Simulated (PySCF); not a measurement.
Input of a run (PBE0-D3(BJ)/def2-SVP geometry optimisation, gas phase (PySCF 2.14.0)), started from GFN2-xTB:
```
{"job": {"xc": "PBE0", "basis": "def2-SVP", "d3": "d3bj", "grid": 1, "maxiter": 40, "shake": 0.03, "kind": "geom"}, "charge": 0, "multiplicity": 1}
As     1.436960    -0.683300     1.129480
S     -0.528680     0.300640     1.956780
P     -1.713050     0.779610     0.225760
P     -1.003220    -0.759770    -1.277490
S      0.300060    -2.026770    -0.338000
P     -0.161270     1.274150    -1.348520
S      1.761070     1.013420    -0.416570
```

Output (energies in Eh, forces in Eh/bohr):
```
step   0  E = -4452.64225788  max force = 0.024630
step   1  E = -4452.64970310  max force = 0.010682
step   2  E = -4452.65063558  max force = 0.003425
step   3  E = -4452.65074517  max force = 0.001629
step   4  E = -4452.65077888  max force = 0.000327
step   5  E = -4452.65078047  max force = 0.000232
optimisation converged
```

Problem. Summarise the run.

Solution. The energy falls by 22.4 kJ/mol over 6 energy and gradient evaluations, the largest force component goes from 0.0246 to 2.3e-04 Eh/bohr, and the atoms move by 0.061 Å rms after alignment. The bond that changes most is As1–S2 (ends: arsenic bonded to 3 S; sulfur bonded to As and P), which shortens by 0.097 Å. Bonds longer at the end by more than 0.005 Å: 2 of 9; shorter: 6. Among the angles that change most is S5–P4–P6, from 110.1° to 105.1°. The energy never rose by more than 1e-6 Eh on the way. The first step brought 87 % of the lowering.

Problem. What are the final bond lengths?

Solution. As1–S2 2.251 Å, As1–S5 2.251 Å, As1–S7 2.252 Å, S2–P3 2.094 Å, P3–P4 2.259 Å, P3–P6 2.261 Å, P4–S5 2.094 Å, P4–P6 2.261 Å, P6–S7 2.094 Å. Numbering counts from 1 in the input's order; the species is AsP3SSS nortricyclane, AsP3S3.

The run used 140 basis functions and 44 SCF cycles in all. Hardware: an Arm Neoverse V2 with one thread, no GPU (shared host). Cost: 76 s, 0.64 GiB resident at most.

No PBE0-D3(BJ)/def2-SVP frequencies stand behind this structure, so it isn't proved a minimum. One conformer, not necessarily the lowest.
